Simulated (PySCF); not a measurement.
Molecule: SMILES C(=C\C#CC#C)/C(F)(F)F, C7H3F3.

Geometry (Å), atoms numbered from 1 in this order:
```xyz
13

C     4.5936   -0.8337   -0.0027
C     3.4181   -0.5768   -0.0803
C     2.0981   -0.2898   -0.1688
C     0.9137   -0.0391   -0.2444
C    -0.4435    0.2761   -0.3539
C    -1.4051   -0.3918    0.2880
C    -2.8486   -0.0409    0.1605
F    -3.0802    0.9858   -0.6699
F    -3.3925    0.2974    1.3461
F    -3.5803   -1.0749   -0.2979
H     5.6159   -1.0569    0.0653
H    -0.6881    1.1092   -1.0029
H    -1.2055   -1.2255    0.9431
```

Frames of a GFN2-xTB Langevin trajectory at 400 K; GIAO PBE0/pcSseg-1 shieldings in PySCF 2.14, gas phase, non-relativistic; equivalent atoms averaged within each frame.

References, each an isolated molecule treated in the same way: TMS for ¹³C (186.93 ppm) and ¹H (31.72 ppm); ¹⁹F (170.95 ppm) against CFCl3. The references are static minima.

Task: How do the shifts (ppm) fluctuate along the trajectory?

Result: 
| time (fs) | C7 | C6 | C5 | C3 | C1 | C2 | C4 | F8/F9/F10 | H12 | H13 |
| --- | --- | --- | --- | --- | --- | --- | --- | --- | --- | --- |
| optimised geometry | 132.3 | 142.0 | 125.1 | 95.5 | 86.8 | 72.7 | 73.3 | -81.5 | 6.57 | 6.40 |
| 250 | 134.7 | 133.2 | 123.3 | 99.9 | 93.5 | 78.8 | 72.1 | -70.2 | 6.60 | 6.23 |
| 425 | 140.2 | 143.6 | 129.1 | 99.2 | 96.0 | 82.4 | 79.7 | -52.6 | 7.61 | 6.80 |
| 625 | 138.0 | 143.2 | 131.9 | 97.3 | 87.6 | 77.3 | 77.9 | -55.6 | 6.48 | 8.08 |
| 800 | 135.4 | 153.8 | 128.8 | 104.5 | 92.8 | 75.3 | 74.7 | -65.7 | 6.66 | 7.34 |
| 1000 | 128.2 | 151.7 | 131.1 | 97.4 | 87.5 | 72.5 | 75.6 | -78.0 | 6.97 | 7.08 |
| mean of frames | 135.3 | 145.1 | 128.8 | 99.7 | 91.5 | 77.3 | 76.0 | -64.4 | 6.86 | 7.11 |
| standard deviation | 4.6 | 8.1 | 3.4 | 2.9 | 3.8 | 3.7 | 2.9 | 10.5 | 0.46 | 0.68 |

5 frames give an uncertainty of the mean of about the standard deviation over 2.2 at best, since frames this close in time may not be independent; classical motion lacks zero-point vibration, and the reference would need the same averaging.
